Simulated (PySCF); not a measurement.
C$_{2}$Cl$_{2}$O$_{2}$Pt, charge -1, doublet, at a GFN2-xTB geometry (such geometries of metal compounds can be far from the true shape) (the multiplicity is a formal guess) (core potentials on Pt); PBE0/def2-SVP in PySCF.

The PySCF input:
```python
from pyscf import gto, scf, dft

mol = gto.Mole()
mol.atom = '''
    Pt    0.06480347   -0.01452783    0.17195661
    Cl    1.69255783   -0.77775687   -1.54203070
    Cl   -2.24249567    0.90104355    0.08276550
    O     1.27853031    2.77339943    0.23086037
    C     0.84369178    1.70694216    0.27963943
    O    -0.96477093   -2.84373893    0.60170309
    C    -0.54632550   -1.77360661    0.50942479
'''
mol.basis = 'def2-svp'
mol.ecp = {'Pt': 'def2-svp'}
mol.charge = -1
mol.spin = 1
mol.verbose = 4
mol.build()

mf = dft.UKS(mol)
mf.xc = 'pbe0'
mf.kernel()
```

Output, abridged:

```
PySCF version 2.14.0

[INPUT] verbose = 4
[INPUT] num. atoms = 7
[INPUT] num. electrons = 81
[INPUT] charge = -1
[INPUT] spin (= nelec alpha-beta = 2S) = 1
[INPUT] symmetry False subgroup None
[INPUT] Mole.unit = angstrom
[INPUT] Symbol           X                Y                Z      unit          X                Y                Z       unit  Magmom
[INPUT]  1 Pt     0.064803470000  -0.014527830000   0.171956610000 AA    0.122460810221  -0.027453619884   0.324950898209 Bohr   0.0
[INPUT]  2 Cl     1.692557830000  -0.777756870000  -1.542030700000 AA    3.198470748688  -1.469747475799  -2.914015698671 Bohr   0.0
[INPUT]  3 Cl    -2.242495670000   0.901043550000   0.082765500000 AA   -4.237702651823   1.702725535806   0.156404127563 Bohr   0.0
[INPUT]  4 O      1.278530310000   2.773399430000   0.230860370000 AA    2.416072127855   5.240965356725   0.436262872316 Bohr   0.0
[INPUT]  5 C      0.843691780000   1.706942160000   0.279639430000 AA    1.594346397747   3.225653192874   0.528441936329 Bohr   0.0
[INPUT]  6 O     -0.964770930000  -2.843738930000   0.601703090000 AA   -1.823152830642  -5.373887747464   1.137054048405 Bohr   0.0
[INPUT]  7 C     -0.546325500000  -1.773606610000   0.509424790000 AA   -1.032405569866  -3.351630745618   0.962673334164 Bohr   0.0

nuclear repulsion = 479.088245237762
number of shells = 52
number of NR pGTOs = 225
number of NR cGTOs = 124
basis = def2-svp
ecp = {'Pt': 'def2-svp'}

******** <class 'pyscf.dft.uks.UKS'> ********
method = UKS
initial guess = minao
damping factor = 0
level_shift factor = 0
DIIS = <class 'pyscf.scf.diis.CDIIS'>
diis_start_cycle = 1
diis_space = 8
diis_damp = 0
SCF conv_tol = 1e-09
SCF conv_tol_grad = None
SCF max_cycles = 50
direct_scf = True
direct_scf_tol = 1e-13
number electrons alpha = 41  beta = 40
XC library pyscf.dft.libxc version 7.1.2
    S. Lehtola, C. Steigemann, M. J. T. Oliveira, and M. A. L. Marques,  SoftwareX 7, 1–5 (2018)
XC functionals = pbe0
    C. Adamo and V. Barone,  J. Chem. Phys. 110, 6158 (1999)
    M. Ernzerhof and G. E. Scuseria,  J. Chem. Phys. 110, 5029 (1999)
radial grids:
    Treutler-Ahlrichs [JCP 102, 346 (1995); DOI:10.1063/1.469408] (M4) radial grids

becke partition: Becke, JCP 88, 2547 (1988); DOI:10.1063/1.454033
pruning grids: <function nwchem_prune>
grids dens level: 3
symmetrized grids: False
atomic radii adjust function: <function treutler_atomic_radii_adjust>
small_rho_cutoff = 0
Set gradient conv threshold to 3.16228e-05
tot grids = 118472
init E= -1254.27356678463

cycle= 1 E= -1264.77517738049  delta_E= -10.5  |g|= 1.14  |ddm|= 6.32
cycle= 2 E= -1252.93032180163  delta_E= 11.8  |g|= 3.96  |ddm|= 13.9
cycle= 3 E= -1265.47030003865  delta_E= -12.5  |g|=  0.4  |ddm|= 13.7
cycle= 4 E= -1265.51274232392  delta_E= -0.0424  |g|= 0.316  |ddm|= 0.578
cycle= 5 E= -1265.54192116752  delta_E= -0.0292  |g|= 0.141  |ddm|= 0.275
cycle= 6 E= -1265.55022883919  delta_E= -0.00831  |g|= 0.0179  |ddm|= 0.122
cycle= 7 E= -1265.5504116052  delta_E= -0.000183  |g|= 0.00806  |ddm|= 0.0403
cycle= 8 E= -1265.55046193447  delta_E= -5.03e-05  |g|= 0.00456  |ddm|= 0.0157
cycle= 9 E= -1265.55047573342  delta_E= -1.38e-05  |g|= 0.00323  |ddm|= 0.011
cycle= 10 E= -1265.55048160519  delta_E= -5.87e-06  |g|= 0.00164  |ddm|= 0.0061
cycle= 11 E= -1265.5504832029  delta_E= -1.6e-06  |g|= 0.000128  |ddm|= 0.0033
cycle= 12 E= -1265.55048321844  delta_E= -1.55e-08  |g|= 5.14e-05  |ddm|= 0.000306
cycle= 13 E= -1265.55048322202  delta_E= -3.59e-09  |g|= 2.37e-05  |ddm|= 0.000133
cycle= 14 E= -1265.55048322441  delta_E= -2.39e-09  |g|= 9.33e-06  |ddm|= 0.00021
cycle= 15 E= -1265.55048322452  delta_E= -1.06e-10  |g|= 9.31e-06  |ddm|= 4.85e-05
Extra cycle  E= -1265.55048322442  delta_E= 9.91e-11  |g|= 1.95e-05  |ddm|= 1.96e-05
converged SCF energy = -1265.55048322442  <S^2> = 0.75598444  2S+1 = 2.0059755
```
